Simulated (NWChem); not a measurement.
fluoroethylene carbonate (C$_{3}$H$_{3}$FO$_{3}$); SMILES O=C1OC[C@H](F)O1

```xyz
10

O     -0.6185    -2.1962     0.2271
C     -0.1825    -1.1153     0.0369
O      1.0645    -0.7030     0.3252
C      1.2619     0.6124    -0.1461
C     -0.1549     1.0942    -0.4348
F     -0.6297     1.8319     0.6013
O     -0.8748    -0.0858    -0.5352
H      1.7411     1.2233     0.6302
H      1.8884     0.5963    -1.0518
H     -0.2791     1.6791    -1.3577
```
Atoms are numbered in this order, from 1.

Level: PBE0/def2-SVP (NWChem), optimised geometry, unscaled harmonic frequencies. 

| frequency (cm⁻¹) | IR intensity (km/mol) |
|---|---|
| 116 | 2.3 |
| 178 | 1.5 |
| 399 | 5.6 |
| 495 | 2.5 |
| 569 | 2.6 |
| 750 | 6.3 |
| 780 | 19.8 |
| 853 | 11.3 |
| 893 | 18.1 |
| 941 | 6.6 |
| 1029 | 47.3 |
| 1127 | 150.2 |
| 1151 | 176.5 |
| 1171 | 61.5 |
| 1209 | 254.7 |
| 1250 | 56.8 |
| 1376 | 9.7 |
| 1388 | 86.3 |
| 1425 | 30.1 |
| 1485 | 19.6 |
| 2015 | 637.2 |
| 3095 | 13.8 |
| 3147 | 22.3 |
| 3180 | 2.9 |

The zero-point energy comes out as 42.9 kcal/mol and the thermal correction to the enthalpy at 298.15 K (with zero-point energy) comes out as 46.8 kcal/mol. The heat capacity Cv is 18.4 cal/(mol K) and the entropy at 298.15 K and 1 atm (symmetry number 1) comes out as 75.7 cal/(mol K). The dipole moment is 4.72 D.

Rigid rotor and harmonic oscillator.
